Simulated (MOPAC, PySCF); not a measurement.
Ligands exchanged one at a time, In CH3-H. Isolated molecules, 0 K electronic values unless said otherwise. Strings in code marks are SMILES.

Quantity: redistribution energy (mixed species minus the weighted end members), in eV. Semi-empirical values (MOPAC) are differences of heats of formation.

Level 1: M06-2X/def2-TZVP (PySCF)
Level 2: PBE-D3(BJ)/def2-TZVP // M06-2X/def2-TZVP (PySCF)
Level 3: PM3 // M06-2X/def2-TZVP (MOPAC)
Level 4: PM6 // M06-2X/def2-TZVP (MOPAC)

```tsv
species	level 1	level 2	level 3	level 4
1 of 3 CH3 replaced by H: `[CH3][InH][CH3]`	-0.005	-0.005	-0.028	-0.092
2 of 3 CH3 replaced by H: `[CH3][InH2]`	-0.006	-0.005	-0.028	-0.095
```
